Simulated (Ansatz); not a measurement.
Reaction (formal exchange of groups at a B–C bond): `BC(B)[SiH3]` + `CC(N)F` → `BCC(N)F` + `BC[SiH3]`

Isolated molecules relaxed with PBE0-D4/def2-TZVP in Ansatz; ΔE leaves out vibrations. CBS: MP2 limit from def2 TZ/QZ plus the TZ coupled-cluster correction, frozen cores. DFT in def2-TZVPP. B3LYP here is the variant with VWN-RPA as its local correlation; programs differ in this. Each species was taken in one conformer, which may not be the lowest.

**Question.** Is it downhill or uphill in electronic energy at CCSD(T)/CBS, and by how much? (An estimate is asked.)

**Answer.** Computed: Uphill: ΔE = +8.5 kcal/mol.

**Question.** What do these levels give: B3LYP-D4, PBE, HF/def2-TZVPP, MP2/def2-TZVPP, HF/def2-QZVPP, SCS-MP2/def2-QZVPP? (Best estimate.)

**Answer.** Ansatz gave: B3LYP-D4 7.3, PBE 9.1, HF/def2-TZVPP 3.5, MP2/def2-TZVPP 9.0, HF/def2-QZVPP 3.6, SCS-MP2/def2-QZVPP 7.9 kcal/mol.

Largest T1 diagnostic among the species: 0.012.

In def2-TZVPP, CCSD(T) changes the Hartree–Fock value by +4.8 kcal/mol (the triples alone add +0.9 kcal/mol) and MP2 by +5.5 kcal/mol. The D4 term adds +0.8 kcal/mol with B3LYP and +0.4 kcal/mol with PBE0; it sums over pairs of atoms, weighted by their polarisabilities, and B3LYP, whose exchange is more repulsive, gets the larger term.
